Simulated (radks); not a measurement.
All-electron atom: Ru II in [Kr] 4d6 4f1 (not the ground configuration).

Method: Dirac Kohn-Sham, PBEsol, spin-unpolarised, spherical densities, finite nucleus; open shells fill j = l - 1/2 first; Fermi nuclear charge, rms radius 4.4809 fm; computed with a radial shooting solver on a logarithmic mesh with Libxc functionals.

Energy parts (Ry):
part                        energy
total                  -9056.71824
kinetic                 9423.68855
electron-nucleus      -21864.09785
Hartree                 3645.28310
exchange-correlation    -261.59204

Orbitals (lengths in bohr, moments of r in powers of bohr; <r^-3> diverges for s and p1/2; r(90%) holds 90 % of the orbital's charge):
| orbital | occ. | eigenvalue (Ry) | <1/r> | r(90%) | <r^-3> | <r^4> |
|---|---|---|---|---|---|---|
| 1s1/2 | 2 | -1611.739 | 45.86 | 0.0600 | - | 5.918e-06 |
| 2s1/2 | 2 | -232.7480 | 10.49 | 0.225 | - | 0.001076 |
| 2p1/2 | 2 | -215.1967 | 10.47 | 0.202 | - | 0.0007087 |
| 2p3/2 | 4 | -205.5830 | 9.918 | 0.209 | 2800 | 0.0008024 |
| 3s1/2 | 2 | -41.97722 | 3.623 | 0.595 | - | 0.05329 |
| 3p1/2 | 2 | -35.16807 | 3.525 | 0.598 | - | 0.05410 |
| 3p3/2 | 4 | -33.53643 | 3.392 | 0.613 | 482.1 | 0.05989 |
| 3d3/2 | 4 | -21.47183 | 3.215 | 0.609 | 72.03 | 0.05857 |
| 3d5/2 | 6 | -21.15380 | 3.181 | 0.614 | 68.33 | 0.06052 |
| 4s1/2 | 2 | -6.81632 | 1.355 | 1.48 | - | 2.066 |
| 4p1/2 | 2 | -4.78175 | 1.234 | 1.63 | - | 3.037 |
| 4p3/2 | 4 | -4.52948 | 1.194 | 1.67 | 74.58 | 3.387 |
| 4d3/2 | 4 | -1.52521 | 0.8792 | 2.39 | 6.391 | 14.38 |
| 4d5/2 | 2 | -1.49780 | 0.8693 | 2.42 | 6.010 | 15.01 |
| 4f5/2 | 1 | -0.18175 | 0.1317 | 12.4 | 0.004307 | 10010 |
| 4f7/2 | 0 | -0.18174 | 0.1317 | 12.4 | 0.004303 | 10010 |

The highest occupied level is 4f5/2 at -2.473 eV. Summed over all electrons, <r^2> = 114.0 bohr^2, which gives a Langevin (diamagnetic) susceptibility term of -90.3 x 10^-6 cm^3/mol. The density falls to 0.001 e/bohr^3 at r = 3.56 bohr. The electron density at the nucleus is 1.099e+05 e/bohr^3.
